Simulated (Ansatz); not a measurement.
Steps of a relaxation of AlBr2H2N, SMILES `[NH2][Al]([Br])[Br]` with RKS PBE-D4/def2-SVP.

```sh
$ ansatz run in.yaml --threads 4 --pin off --events-out ev --progress --plain --max-ram 10444MiB
```

```yaml
crystal:
  periodic: [false, false, false]
  atoms:
    - {symbol: N, position_ang: [-0.392000, 1.123100, -0.162300]}
    - {symbol: Al, position_ang: [-0.015800, -0.692500, -0.049900]}
    - {symbol: Br, position_ang: [1.951400, -1.372900, 1.022500]}
    - {symbol: Br, position_ang: [-1.401500, -2.299400, -0.982200]}
    - {symbol: H, position_ang: [-0.461400, 1.531300, 0.784400]}
    - {symbol: H, position_ang: [0.361500, 1.646300, -0.658600]}
basis:
  gaussian: {orbitals: def2-SVP}
hamiltonian: {xc: pbe, dispersion: d4}
relax: {f_tol: 0.03, max_steps: 200}
```

Positions (Å) and forces (eV/Å) along the path, 12 of 12 steps:

```xyz
6
step=1 energy=-148169.8183 eV
N    -0.392    1.123   -0.162    0.444   -0.805   -0.077
Al   -0.016   -0.693   -0.050    0.159    0.236   -0.025
Br    1.951   -1.373    1.022   -0.711    0.092   -0.377
Br   -1.401   -2.299   -0.982    0.502    0.584    0.358
H    -0.461    1.531    0.784    0.020    0.094   -0.183
H     0.361    1.646   -0.659   -0.415   -0.201    0.304
6
step=2 energy=-148169.9159 eV
N    -0.406    1.101   -0.168    0.418   -0.496    0.127
Al    0.045   -0.671   -0.031   -0.085    0.419   -0.030
Br    1.909   -1.473    1.001   -0.070    0.060   -0.034
Br   -1.323   -2.216   -0.930   -0.044   -0.049   -0.031
H    -0.491    1.545    0.760   -0.029    0.076   -0.120
H     0.308    1.650   -0.677   -0.190   -0.010    0.088
6
step=3 energy=-148169.9296 eV
N    -0.390    1.088   -0.156    0.268   -0.236    0.125
Al    0.045   -0.671   -0.033   -0.100    0.245   -0.033
Br    1.899   -1.465    1.000    0.039   -0.008    0.025
Br   -1.322   -2.215   -0.935   -0.046   -0.050   -0.038
H    -0.485    1.550    0.761   -0.038    0.036   -0.098
H     0.295    1.649   -0.684   -0.124    0.013    0.019
6
step=4 energy=-148169.9630 eV
N    -0.351    1.067   -0.086    0.061   -0.175   -0.250
Al    0.056   -0.675   -0.018    0.001   -0.121    0.015
Br    1.877   -1.492    1.067   -0.059   -0.008    0.007
Br   -1.296   -2.195   -1.006    0.058    0.034   -0.006
H    -0.370    1.590    0.786    0.048    0.213    0.284
H     0.126    1.642   -0.789   -0.109    0.057   -0.049
6
step=5 energy=-148169.9877 eV
N    -0.340    1.058   -0.046    0.402    0.983   -0.151
Al    0.060   -0.682   -0.017   -0.009   -0.107    0.045
Br    1.836   -1.510    1.121   -0.013   -0.028    0.060
Br   -1.257   -2.194   -1.061    0.047    0.053   -0.044
H    -0.232    1.628    0.823    0.047   -0.405   -0.723
H    -0.026    1.636   -0.866   -0.475   -0.496    0.812
6
step=6 energy=-148170.0371 eV
N    -0.334    1.050   -0.005    0.504    1.352   -0.522
Al    0.068   -0.685   -0.005   -0.029   -0.140    0.023
Br    1.794   -1.522    1.192    0.007   -0.027    0.096
Br   -1.212   -2.167   -1.133    0.038    0.050   -0.061
H    -0.058    1.652    0.810   -0.144   -0.519   -0.867
H    -0.216    1.608   -0.905   -0.375   -0.716    1.332
6
step=7 energy=-148170.1361 eV
N    -0.298    1.034    0.013    0.184    0.847   -0.481
Al    0.055   -0.700   -0.021    0.010   -0.155    0.055
Br    1.749   -1.460    1.259    0.054   -0.134    0.125
Br   -1.199   -2.161   -1.197    0.033    0.034   -0.061
H     0.099    1.625    0.763   -0.073   -0.206   -0.334
H    -0.364    1.598   -0.862   -0.207   -0.386    0.696
6
step=8 energy=-148170.2210 eV
N    -0.265    1.036    0.009    0.176    0.397   -0.217
Al    0.075   -0.702    0.001   -0.027   -0.041   -0.021
Br    1.716   -1.505    1.329   -0.001   -0.040    0.078
Br   -1.153   -2.122   -1.249    0.002   -0.006   -0.055
H     0.228    1.643    0.678   -0.090   -0.059   -0.189
H    -0.558    1.585   -0.815   -0.060   -0.251    0.405
6
step=9 energy=-148170.2745 eV
N    -0.200    1.035   -0.005   -0.042    0.220   -0.239
Al    0.093   -0.708    0.009    0.007   -0.021    0.020
Br    1.675   -1.538    1.393   -0.015   -0.013    0.019
Br   -1.120   -2.087   -1.301   -0.004   -0.002   -0.026
H     0.326    1.689    0.581   -0.017   -0.005   -0.021
H    -0.731    1.545   -0.724    0.070   -0.179    0.247
6
step=10 energy=-148170.2863 eV
N    -0.143    1.042   -0.046   -0.023   -0.025    0.002
Al    0.104   -0.707    0.023    0.005    0.013   -0.042
Br    1.650   -1.566    1.427    0.005   -0.007    0.016
Br   -1.102   -2.060   -1.328    0.000    0.009    0.017
H     0.362    1.723    0.525   -0.001    0.006    0.001
H    -0.829    1.504   -0.647    0.013    0.004    0.005
6
step=11 energy=-148170.2860 eV rejected
N    -0.146    1.041   -0.044    0.002    0.016   -0.010
Al    0.122   -0.705    0.002   -0.035   -0.017    0.044
Br    1.646   -1.565    1.432    0.012    0.003   -0.015
Br   -1.109   -2.062   -1.320    0.012    0.001   -0.014
H     0.356    1.720    0.532    0.002   -0.002   -0.006
H    -0.826    1.507   -0.649    0.008   -0.001    0.000
6
step=12 energy=-148170.2866 eV
N    -0.148    1.041   -0.043    0.000    0.000    0.000
Al    0.110   -0.707    0.016    0.001    0.000   -0.001
Br    1.650   -1.565    1.428    0.000    0.000    0.000
Br   -1.105   -2.061   -1.324    0.000    0.000    0.000
H     0.359    1.721    0.528   -0.001    0.000    0.000
H    -0.824    1.507   -0.651    0.001    0.000    0.000
```

Hardware: 4 threads of an AMD EPYC on a shared host. Wall time 59 s, peak host memory 0.18 GiB.
